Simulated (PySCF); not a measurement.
C2H7FOSi, SMILES [Si@@H](C)(F)CO. Atoms are numbered in the order given.

```xyz
12

C      1.7975    -1.0675    -0.4385
Si     0.4994     0.2308    -0.1142
F      0.6295     0.6937     1.4461
C     -1.2225    -0.4781    -0.3910
O     -2.1708     0.5574    -0.3198
H      1.8005    -1.3660    -1.4988
H      2.8001    -0.6858    -0.1923
H      1.6192    -1.9673     0.1709
H      0.7009     1.4473    -0.9494
H     -1.3884    -1.2706     0.3693
H     -1.2222    -0.9951    -1.3756
H     -3.0504     0.1773    -0.4050
```
Charge 0, spin multiplicity 1.

Coordinates come from a PBE0-D3(BJ)/def2-SVP optimisation. The structure was generated by enumeration; whether it is a known compound was not checked. Other conformers were not sampled.

Method: PBE0-D3(BJ)/def2-SVP in PySCF 2.14.0.

Frequencies are harmonic and unscaled.

| mode | ν (cm⁻¹) | IR (km/mol) | moving atoms (share of kinetic energy) |
|---|---|---|---|
| 1 | 81 | 4.8 | O 37 %, H 25 %, C 22 %, F 13 % |
| 2 | 135 | 2.4 | H 46 %, O 18 %, C 17 %, F 11 % |
| 3 | 146 | 2.3 | H 78 % |
| 4 | 217 | 15.4 | H 34 %, F 31 %, C 21 % |
| 5 | 235 | 23.2 | H 45 %, F 19 %, Si 19 %, C 10 % |
| 6 | 307 | 100.1 | H 64 %, Si 12 %, F 10 %, C 10 % |
| 7 | 326 | 19.5 | O 29 %, C 27 %, H 21 %, Si 17 % |
| 8 | 615 | 6.8 | H 52 %, C 35 %, Si 9 % |
| 9 | 675 | 28.0 | H 63 %, C 31 % |
| 10 | 713 | 31.3 | H 54 %, C 25 %, Si 14 % |
| 11 | 766 | 78.1 | H 50 %, Si 25 %, C 23 % |
| 12 | 788 | 35.6 | H 60 %, C 24 %, Si 12 % |
| 13 | 848 | 18.4 | H 45 %, F 37 %, Si 11 % |
| 14 | 884 | 151.1 | H 74 %, C 13 %, Si 12 % |
| 15 | 947 | 183.5 | H 39 %, Si 36 %, F 16 %, C 9 % |
| 16 | 1128 | 54.8 | C 47 %, O 45 %, H 8 % |
| 17 | 1187 | 33.1 | H 95 % |
| 18 | 1236 | 2.4 | H 91 % |
| 19 | 1269 | 38.4 | H 77 %, C 23 % |
| 20 | 1376 | 13.6 | H 68 %, C 27 % |
| 21 | 1424 | 2.6 | H 96 % |
| 22 | 1429 | 6.1 | H 96 % |
| 23 | 1473 | 4.3 | H 90 %, C 9 % |
| 24 | 2260 | 130.6 | H 97 % |
| 25 | 2969 | 40.7 | H 95 % |
| 26 | 3017 | 37.7 | H 91 %, C 9 % |
| 27 | 3059 | 0.6 | H 97 % |
| 28 | 3162 | 2.5 | H 91 %, C 9 % |
| 29 | 3168 | 1.1 | H 91 %, C 9 % |
| 30 | 3883 | 41.1 | H 94 % |
